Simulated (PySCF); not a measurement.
**Telling isomers of C$_{6}$H$_{12}$F$_{2}$OSi apart by NMR**

- shieldings: GIAO PBE0/pcSseg-1
- geometry: GFN2-xTB
- program: PySCF
- gas phase, rapidly exchanging positions averaged, non-relativistic, one computed conformer

δ = σ(ref) − σ, references computed at the same level: ¹H (31.72 ppm) and ¹³C (186.93 ppm) against TMS. Splittings of carbon signals by F and P are missing where no couplings were computed. Where no couplings were computed, multiplicities follow the n + 1 count of equivalent neighbours, and m marks all less simple cases (inequivalent or close neighbours, rings, F or P nearby). Shifts are as computed. Against solution values, carbons near 30 ppm lie about +3 ppm off and those near 130 ppm about +5 ppm. Of 1211 compounds with measured shifts, 218 miss one by over three times the rms of a fit or turn the order of signals round; such compounds aren't used in these exercises.

(1) Tabulate the signals of `CC(C)O[C@@H]([SiH3])/C(F)=C/F`, `CO[C@](C)(/C=C(/C)F)[SiH2]F` and their relative energies.

(2) What is the quickest way to tell CC(C)O[C@@H]([SiH3])/C(F)=C/F from CO[C@](C)(/C=C(/C)F)[SiH2]F?

## Answers

(1) 
```json
{"SMILES": "CC(C)O[C@@H]([SiH3])/C(F)=C/F", "carbon types": "1×C 3×CH 2×CH3", "δC": "160.4, 143.5, 81.7, 69.2, 26.4, 25.3", "δH": "6.67 (m, 1H), 3.96 (d, 3H), 3.64 (m, 1H), 3.63 (m, 1H), 1.26 (d, 3H), 1.26 (d, 3H)", "E rel. (kcal/mol)": "47.4"}
{"SMILES": "CO[C@](C)(/C=C(/C)F)[SiH2]F", "carbon types": "2×C 1×CH 3×CH3", "δC": "165.4, 116.7, 74.8, 51.9, 21.7, 19.0", "δH": "5.12 (m, 1H), 4.96 (m, 1H), 4.74 (m, 1H), 3.49 (s, 3H), 1.99 (m, 3H), 1.73 (s, 3H)", "E rel. (kcal/mol)": "0.0"}
```

Energies are electronic energies at PBE0/pcSseg-1 on these geometries, without zero-point or thermal terms, each for the one conformer computed, which needn't be the lowest.

(2) Both give the same number of carbon signals, but DEPT or the intensities differ. The first has an allylic sp3 CH bonded to O and Si at 69.2 ppm, the second an allylic fully substituted sp3 carbon bonded to O and Si (C) at 74.8 ppm. Their most deshielded carbons lie at 160.4 and 165.4 ppm. In the proton spectra the most deshielded non-exchanging signals are 6.67 (m, 1H) and 5.12 (m, 1H).
